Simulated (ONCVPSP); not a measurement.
Potentials for tantalum compared

Generated with ld1.x 7.5 (TM, RRKJ, ultrasoft, PAW), atompaw 4.2 or ONCVPSP 4.0.1. The cutoff is in Ry: for ld1.x and atompaw files where the sum of valence levels is converged to 10 mRy in a Bessel basis, for ONCV files where the hardest occupied wave has 1 mHa per electron of residual kinetic energy. The error is the largest all-electron minus pseudo excitation energy over each file’s own four to seven test configurations (ionisations up to +4, promotions, holes and added fractions of an electron), all of which were solved. The labels leave out finer settings (local radius, basis sizes, second energies), which also bear on the numbers. Spin-polarised tests are not counted. The rows are a selection from randomly drawn settings: files with unsolved tests, undetermined cutoffs or missed reference levels are left out.

A true bound ghost makes a file unfit for plane-wave use even where its test errors are small: the radial tests pick states by their node count and pass the ghost by.

```tsv
potential	cutoff (Ry)	largest error (meV)	bound ghosts
ONCV, LDA (Perdew-Wang 92), scalar-relativistic, rc 1.75/1.40/1.85 (spd), local smoothed, core correction yes, reference 5s2 5p6 5d3 6s0.5, qcut 5.2/7.1/5.8, projectors 2/2/3	48	+5.3	none
ONCV, LDA (Perdew-Wang 92), fully relativistic, rc 2.90/2.55/1.85 (spd), local smoothed, core correction yes, reference 5d3 6s2, qcut 2.5/3.7/5.4, projectors 2/2/2	26	+11	s, p3/2
ONCV, PBEsol, scalar-relativistic, rc 2.05/2.05/2.05 (spd), local d, core correction yes, reference 5s2 5p6 5d3 6s1.75 6p0.25, qcut 7.3/7/7.9, projectors 2/2/0	36	-386	none
ONCV, PBE, scalar-relativistic, rc 1.85/2.35/1.85 (spd), local d, core correction no, reference 5s2 5p6 5d3 6s1.75 6p0.25, qcut 8.1/6.5/7.3, projectors 2/2/0	39	-324	none
```

Q: Fill in the row for Ta: ONCV, PBE, scalar-relativistic, rc 1.60/1.40/2.40/1.40 (spdf), local f, core correction yes, reference 5s2 5p6 5d3 6s0.5, qcut 6.1/6.9/7.7/6.8, projectors 2/2/2/0.

A: cutoff 46 Ry, largest error -53 meV, bound ghosts: s, p, d.
